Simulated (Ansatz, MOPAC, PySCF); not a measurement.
Dissociation curve of B₂, triplet.

Levels: PM6, unrestricted, heats of formation (MOPAC); UKS-M06-2X/6-31G* = unrestricted M06-2X/6-31G*, spherical d (PySCF); UKS-B3LYP/LANL2DZ = unrestricted B3LYP/LANL2DZ run with PySCF; UKS-PBE = unrestricted PBE/def2-SVP run with Ansatz (a first-principles code).

Energies are in eV, each relative to the lowest point of its own curve near equilibrium.

```json
[
 {"R / Å": "1.21", "PM6": "2.280", "UKS-M06-2X/6-31G*": "?", "UKS-B3LYP/LANL2DZ": "3.640", "UKS-PBE": "3.484"},
 {"R / Å": "1.30", "PM6": "1.047", "UKS-M06-2X/6-31G*": "1.436", "UKS-B3LYP/LANL2DZ": "1.837", "UKS-PBE": "1.739"},
 {"R / Å": "1.38", "PM6": "?", "UKS-M06-2X/6-31G*": "0.591", "UKS-B3LYP/LANL2DZ": "0.867", "UKS-PBE": "0.805"},
 {"R / Å": "1.44", "PM6": "0.240", "UKS-M06-2X/6-31G*": "0.233", "UKS-B3LYP/LANL2DZ": "0.422", "UKS-PBE": "0.380"},
 {"R / Å": "1.53", "PM6": "0.150", "UKS-M06-2X/6-31G*": "0.010", "UKS-B3LYP/LANL2DZ": "0.078", "UKS-PBE": "0.059"},
 {"R / Å": "1.57", "PM6": "0.056", "UKS-M06-2X/6-31G*": "0.000", "UKS-B3LYP/LANL2DZ": "0.018", "UKS-PBE": "?"},
 {"R / Å": "1.61", "PM6": "0.009", "UKS-M06-2X/6-31G*": "0.032", "UKS-B3LYP/LANL2DZ": "0.000", "UKS-PBE": "0.000"},
 {"R / Å": "1.64", "PM6": "0.000", "UKS-M06-2X/6-31G*": "0.078", "UKS-B3LYP/LANL2DZ": "0.010", "UKS-PBE": "0.017"},
 {"R / Å": "1.71", "PM6": "0.049", "UKS-M06-2X/6-31G*": "0.240", "UKS-B3LYP/LANL2DZ": "0.092", "UKS-PBE": "0.116"},
 {"R / Å": "1.78", "PM6": "?", "UKS-M06-2X/6-31G*": "0.420", "UKS-B3LYP/LANL2DZ": "0.224", "UKS-PBE": "?"},
 {"R / Å": "1.86", "PM6": "0.376", "UKS-M06-2X/6-31G*": "0.483", "UKS-B3LYP/LANL2DZ": "?", "UKS-PBE": "0.501"}
]
```

Task: What belongs in the gaps?

Result: 
- 1.21, UKS-M06-2X/6-31G*: 3.088
- 1.38, PM6: 0.456
- 1.57, UKS-PBE: 0.008
- 1.78, PM6: 0.174
- 1.78, UKS-PBE: 0.276
- 1.86, UKS-B3LYP/LANL2DZ: 0.280

The scan ran from 1.21 to 6.49 Å; beyond the distances shown full CI changes its symmetry label. The unrestricted solution behind UKS-M06-2X/6-31G* changes between 1.71 and 1.78 Å, which can leave a kink. The unrestricted determinant behind UKS-M06-2X/6-31G* is spin-contaminated at 1.21 to 1.71 Å (<S²> up to 2.9, against 2.00 for a pure triplet). The unrestricted determinant behind UKS-B3LYP/LANL2DZ is spin-contaminated at 1.21 to 1.78 Å (<S²> up to 2.9, against 2.00 for a pure triplet). The unrestricted determinant behind UKS-PBE is spin-contaminated at 1.21 to 1.86 Å (<S²> up to 2.9, against 2.00 for a pure triplet).
